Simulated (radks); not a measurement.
Initial-state core-level shifts of the hafnium ion Hf2+ when its valence configuration changes from [Xe] 4f14 5d2. Calculated with a radial shooting solver on a logarithmic mesh with Libxc functionals: scalar-relativistic Kohn-Sham, PBE, spin-polarised, spherical densities, point nucleus; open shells are filled with parallel spins first (spin-orbit coupling, left out, can overturn this in heavy ions). Shifts are changes of the shell-averaged eigenvalues in eV (positive: less bound).

| valence | 3s | 4d | 5s | 5p |
|---|---|---|---|---|
| 4f14 5d1 6s1 | -2.794 | -2.823 | -2.806 | -2.605 |
| 4f13 5d1 6s2 | -16.587 | -15.364 | -10.434 | -9.036 |
| 4f13 5d2 6p1 | -14.679 | -13.452 | -8.624 | -7.423 |
| 4f13 5d2 6s1 | -13.274 | -12.044 | -7.226 | -6.056 |
| 4f14 6s2 | -5.845 | -5.898 | -5.828 | -5.401 |
| 4f13.5 5d2 6s0.5 | -6.440 | -5.876 | -3.566 | -2.991 |
| 4f14 5d1 6p1 | -4.224 | -4.259 | -4.240 | -3.999 |
| 4f14 5d0.5 6s0.5 6p1 | -5.685 | -5.734 | -5.689 | -5.332 |
| 4f13.5 5d2 6p0.5 | -7.147 | -6.585 | -4.274 | -3.684 |
